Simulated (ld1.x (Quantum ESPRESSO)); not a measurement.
**phosphorus: one change to an ultrasoft potential, before and after**

| Quantity | Value |
| --- | --- |
| Element | phosphorus (P) |
| Generator | ld1.x (Quantum ESPRESSO) 7.5 |
| Type | ultrasoft |
| Functional | PBE |
| Relativity | scalar-relativistic |
| Frozen core | [Ne] |
| Valence charge | 5 |
| Reference configuration | 3s2 3p3 |
| Partial waves | 3s (bound): rcut 1.25, rcutus 1.50 bohr; 3s channel at 0.2 Ry: rcut 1.25, rcutus 1.50 bohr; 3p (bound): rcut 1.80, rcutus 2.05 bohr; 3p channel at 1.15 Ry: rcut 1.80, rcutus 2.05 bohr; 3d channel at 0.05 Ry: rcut 1.35, rcutus 1.60 bohr; 3d channel at 2.75 Ry: rcut 1.35, rcutus 1.60 bohr |
| Local potential | all-electron potential smoothed inside 1.60 bohr (lloc = -2) |
| Core correction | none |
| Augmentation charge | PSQ, inside the norm-conserving radii |

Change: all radii scaled by about 1.07 (s 1.60, p 2.20, d 1.72 bohr, rcut 1.34/1.92/1.44); local potential all-electron potential smoothed inside 1.72 bohr (lloc = -2).

Cutoffs: the cutoffs (Ry, on a coarse ladder) from which the occupation-weighted sum of valence levels, in a spherical-Bessel basis at the reference potential, stays within 10 and 1 mRy of its value at 400 Ry; they do not see the model core or the augmentation charge, which bear on the density cutoff. Errors are all-electron minus pseudo energies relative to the spin-unpolarised reference configuration.

Problem. How do hardness, ghosts and transferability respond?

Solution. The potential gets softer (15 Ry and 21 Ry → 12 Ry and 18 Ry); of the 7 tests that both files solve, the error grows in 2 and shrinks in 3 by more than 15 % and 0.3 meV (median size 33.9 → 25.5 meV); neither file shows a bound ghost. A larger radius leaves more room for a smooth pseudo-wave, so fewer plane waves are needed.

```csv
quantity,base,changed
"cutoff, loose",15 Ry,12 Ry
"cutoff, tight",21 Ry,18 Ry
loose cutoff by channel (10 mRy a level),"s 12 Ry, p 10 Ry","s 10 Ry, p 10 Ry"
bound ghosts,none,none
"error for 3s2 3p2, meV [ΔE 9.73 eV]",-0.1,-0.7
"error for 3s2 3p1, meV [ΔE 28.88 eV]",+6.7,+4.3
"error for 3s2 3p0, meV [ΔE 58.62 eV]",+44,+48
"error for 3s1 3p0, meV [ΔE 110.62 eV]",+111,+133
"error for 3s0 3p5, meV [ΔE 17.20 eV]",+172,+131
"error for 3s2 3p2.5, meV [ΔE 3.77 eV]",-0.2,-0.3
"error for 3s1 3p4, meV [ΔE 8.53 eV]",+34,+26
lowest overlap eigenvalue by channel,"s 0.48, p 0.83, d 0.97","s 0.47, p 0.83, d 0.96"
```
